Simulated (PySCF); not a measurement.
# Ga: excitation energy

Ga [Ar] 3d10 4s2 4p1 (2P) → Ga [Ar] 3d10 4s2 4d1 (2D), as a difference of total energies. All numbers are calculated (PySCF 2.14, a scalar-relativistic core potential, in aug-cc-pVQZ-PP with ECP10MDF). Correlated levels: valence: 3s2 3p6 3d10 frozen. The calculations carry no spin-orbit coupling.

| method | excitation energy (eV) |
| --- | --- |
| UHF | 4.217 |
| LDA | 4.156 |
| PBE | 3.985 |
| PBE0 | 4.132 |
| r2SCAN | 4.360 |
| LC-wPBE | 4.556 |
| BLYP | 3.915 |
| CAM-B3LYP | 4.336 |
| B97-3 | 3.978 |
| MP2 (valence) | 4.319 |
| SCS-MP2 (valence) | 4.321 |

Errors of the correlated levels include the incompleteness of this basis and the frozen core.

The promoted electron is Rydberg-like, and one or two diffuse shells describe it only roughly, which tends to raise the upper state.

Q: Which method comes closest to the reference value, and which is furthest?

A: The reference is 4.245 eV (measured; NIST levels, between the centres of gravity of the two terms). Closest: UHF (error -0.028 eV); furthest: BLYP (error -0.330 eV).
